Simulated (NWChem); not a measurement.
System: hydrogen selenide (H₂Se); SMILES [SeH2]

Input file for NWChem:

```
start job
memory heap 200 mb stack 900 mb global 1100 mb
geometry units angstroms noautoz
  Se     0.000000     0.000000     0.082019
  H      1.053845     0.000000    -0.961689
  H     -1.053845     0.000000    -0.961689
end
basis spherical
  * library cc-pvdz
end
dft
  xc xcamb88 1.00 lyp 0.81 vwn_5 0.19 hfexch 1.00
  cam 0.33 cam_alpha 0.19 cam_beta 0.46
  iterations 150
  vectors input atomic output neutral.movecs
end
task dft energy
charge 1
dft
  odft
  mult 2
  vectors input atomic output cation.movecs
end
task dft energy
```

The geometry was optimised at PBE-D3(BJ)/def2-SVP.

Ions are spin-unrestricted doublets at the neutral geometry; other ion states weren't tried.

Task: Give the results of this calculation. (CAM-B3LYP/cc-pVDZ, vertical spin-unrestricted ions.) Quantities: basis functions; vertical ionisation energy, ΔSCF (eV); −ε(HOMO) (eV).

Result: 
| Property | Result |
|---|---|
| number of basis functions | 37 |
| vertical ionisation energy, ΔSCF (eV) | 9.78 |
| −ε(HOMO) (eV) | 8.21 |
